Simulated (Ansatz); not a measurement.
Redistribution: Si(CH3)(OH)3 + SiH(CH3)(SiH3)2 → Si(CH3)(OH)2(SiH3) + SiH(CH3)(OH)(SiH3)

Species: Si(CH3)(OH)3, singlet; SiH(CH3)(SiH3)2, singlet; Si(CH3)(OH)2(SiH3), singlet; SiH(CH3)(OH)(SiH3), singlet. The partners trade OH for SiH3; both sit on Si, so the bond types are kept.

Shapes, held fixed at every level: PBE0-D4/def2-TZVP. Flexible molecules stand in one conformer, not always the lowest. Programs: Ansatz 0.2.0. Electronic energies: no zero-point or thermal term.

Question: Estimate ΔE of this reaction.

Answer: The highest level, CCSD(T)/CBS estimate, gives ΔE = +58.6 kJ/mol; the levels span +55.3 to +61.0. The column of differences is taken from that level and isn't an error. No measured value is set beside it here. The CBS estimate extrapolates MP2 from def2-TZVPP and def2-QZVPP and adds CCSD(T) − MP2 in the triple-zeta set, cores frozen.

| level | kind | ΔE (kJ/mol) | less CCSD(T)/CBS estimate |
| --- | --- | --- | --- |
| PBE-D4/def2-TZVPP | GGA | +56.3 | -2.3 |
| r2SCAN-D4/def2-TZVPP | meta-GGA | +61.0 | +2.4 |
| B3LYP-D4/def2-TZVPP | global hybrid | +55.3 | -3.3 |
| wB97M-V/def2-TZVPP | range-separated hybrid | +58.7 | +0.1 |
| wB97X-V/def2-TZVPP | range-separated hybrid | +55.9 | -2.7 |
| MP2/def2-TZVPP | perturbation theory | +60.8 | +2.2 |
| CCSD(T)/CBS estimate | coupled cluster or CI | +58.6 | 0.0 |
